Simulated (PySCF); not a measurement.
## Unknowns

- σ from GIAO-PBE0/pcSseg-1
- GFN2-xTB structure
- program: PySCF 2.14.0 with density-fitted response routines
- relativity neglected, no solvent model, one computed conformer, averaged over atoms made equivalent by symmetry, fast rotation or ring inversion

Scale: ¹H and ¹³C vs TMS (reference shieldings calculated alike). Splittings of carbon signals by F and P are missing where no couplings were computed. Where no couplings were computed, multiplicities follow the n + 1 count of equivalent neighbours, and m marks all less simple cases (inequivalent or close neighbours, rings, F or P nearby). Acid and N–H amide carbonyl carbons lie up to 10 ppm further downfield in solution (hydrogen bonding). Shifts are as computed. Against solution values, carbons near 30 ppm lie about +3 ppm off and those near 130 ppm about +5 ppm. Of 1211 compounds with measured shifts, 218 miss one by over three times the rms of a fit or turn the order of signals round; such compounds aren't used in these exercises. OH and NH positions are gas-phase values without hydrogen bonding to other molecules.

Q: C7H11NO. ¹H NMR (400 MHz, computed): δ 5.54 (br, 1H), 3.10 (q, 1H), 3.07 (d, 3H), 2.05 (s, 3H), 1.36 (d, 3H). ¹³C{¹H} NMR (computed): δ 173.0 (C), 87.5 (C), 87.4 (C), 37.7 (CH), 26.5 (CH3), 24.3 (CH3), 4.6 (CH3). Identify the compound.

A: `CC#C[C@@H](C)C(=O)NC`. Rings plus π bonds: 3 (no ring in the answer). 7 carbon signals for 7 carbons: no two carbons are equivalent. Carbon types of the structure: 3 × C, 1 × CH, 3 × CH3, leaving 1 H on heteroatoms. δC 173.0: amide carbonyl carbon; it is a carbonyl in resonance with an O or N lone pair, the region of acids, esters and amides. δC 87.5, 87.4: alkyne carbon; the triple bond shields along its axis, which puts it between sp3 and sp2 carbons. δC 37.7: sp3 CH α to a carbonyl; α to the electron-withdrawing carbonyl group. δH 3.10: hydrogen on an sp3 CH α to a carbonyl; α to C=O.

This is the structure that produced the data.

Q: C3H13PSi3. ¹H NMR (300 MHz, computed): δ 6.09 (br s, 1H), 5.69 (br s, 1H), 4.23 (m, 1H), 3.97 (m, 1H), 3.93 (m, 1H), 3.56 (d, 3H), 1.88 (s, 3H), 0.90 (m, 2H). ¹³C{¹H} NMR (computed): δ 149.9 (C), 136.1 (CH2), 29.1 (CH3). What is it?

A: `C=C(C)[Si@@H]([SiH3])[SiH2]P`. 3 carbon signals for 3 carbons: no two carbons are equivalent. Carbon types of the structure: 1 × C, 1 × CH2, 1 × CH3, leaving 8 H on heteroatoms. δC 149.9: fully substituted alkene carbon; the olefinic region. δC 136.1: terminal =CH2 carbon; the olefinic region. δH 6.09, 5.69: hydrogen on a terminal =CH2 carbon; olefinic region. δH 1.88: hydrogen on an allylic methyl carbon; allylic position.

The shifts were computed for this structure.
